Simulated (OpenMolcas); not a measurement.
Cr4+: CASPT2 settings compared

| Quantity | Value |
| --- | --- |
| Program | OpenMolcas |
| Basis | ANO-L-VDZP [5s4p2d1f] |
| Scalar Hamiltonian | non-relativistic, point nucleus |
| Active space | 2 electrons in 5 orbitals (3d) |
| State averaging | 2S+1 = 3 even, 10 roots; 2S+1 = 1 even, 14 roots kept (CI in the orbitals of an earlier block) |
| Spin-orbit coupling | state interaction with AMFI integrals over the reference wave functions, term energies averaged over their components |

Methods on the same reference wave functions:
A. CASSCF
B. SS-CASPT2, IPEA 0.3 Eh, imaginary shift 0.1 Eh (closed shells correlated: 3s 3p)
C. SS-CASPT2, IPEA 0.1 Eh, sigma1 regulariser 0.2 Eh (closed shells correlated: 3s 3p)
D. SS-CASPT2, IPEA 0.2 Eh, sigma2 regulariser 0.5 Eh (closed shells correlated: 3s 3p)

Energies in cm⁻¹ above 3d² ³F₂, the measured ground level; measured values from Sugar and Corliss, J. Phys. Chem. Ref. Data 6, 317 (1977).

| Level | A | B | C | D | Measured |
| --- | --- | --- | --- | --- | --- |
| 3d² ³F₂ | 0.0 | 0.0 | 0.0 | 0.0 | 0.0 |
| 3d² ³F₃ | 400 | 402 | 402 | 402 | 508 |
| 3d² ³F₄ | 914 | 916 | 916 | 916 | 1142 |
| 3d² ¹D₂ | 13600 | 11480 | 11480 | 11480 | 13188 |
| 3d² ³P₀ | 16119 | 14160 | 14000 | 14080 | 15492 |
| 3d² ³P₁ | 16248 | 14290 | 14120 | 14210 | 15677 |
| 3d² ³P₂ | 16555 | 14600 | 14430 | 14520 | 16041 |
| 3d² ¹G₄ | 21035 | 19900 | 19940 | 19920 | 22019 |

Deviations, from unrounded energies. A percentage is the sum of absolute deviations over the sum of measured energies, with the sign that they share, or ± where signs differ.

| Against measurement | Levels | A | B | C | D |
| --- | --- | --- | --- | --- | --- |
| mean absolute deviation (cm-1) | 7 | 490 | 1200 | 1300 | 1200 |
| fine structure of the ground term (%) | 2 | -20.4 | -20.1 | -20.1 | -20.1 |
| other terms of the ground configuration (%) | 5 | ±3.8 | -9.7 | -10.3 | -10.0 |

A lies closest to measurement on these levels and C furthest from it. The largest miss of A in the table is 3d² ¹G₄, by -980 cm-1. The ranking rests on the paired levels alone, and a cruder setting can come out closer through cancelling errors.

Among B to D the level of the table that moves most is 3d² ³P₀, by 170 cm-1 (lowest in C, highest in B). Moves below CASPT2's spread within the term are not significant.

The mean deviations of B to D differ by less than CASPT2's widest spread within a term (570 cm-1), so their order carries little weight.

From A to B the spin-free energies of the other terms of 3d² shown, above ³F, scale by factors of 0.84 to 0.94, as is usual when dynamic correlation screens the repulsion within a d or f shell.

The lowest spin-free term lies below A's lowest term by 0.132 hartree in B, 0.134 hartree in C, 0.133 hartree in D.

Term energies are means over components that CASPT2 splits; among the terms shown or strongly mixed into the levels shown the widest spread is 570 cm-1 (3d² ³F, C). Terms from blocks run as CI alone lack orbitals of their own. The basis is small and was not contracted for so high a charge. Without dynamic correlation excited terms often stand tens of per cent too high (terms of higher spin than the ground term too low), and those without a measured partner can miss by more than the paired ones (holds for A). Computed and measured levels are paired by configuration, term and J; levels that our copy of the source lacks, or whose pairing is in doubt (as where it misses far off the trend of its configuration), stay unpaired and out of the deviations. Only configurations of the active space appear.
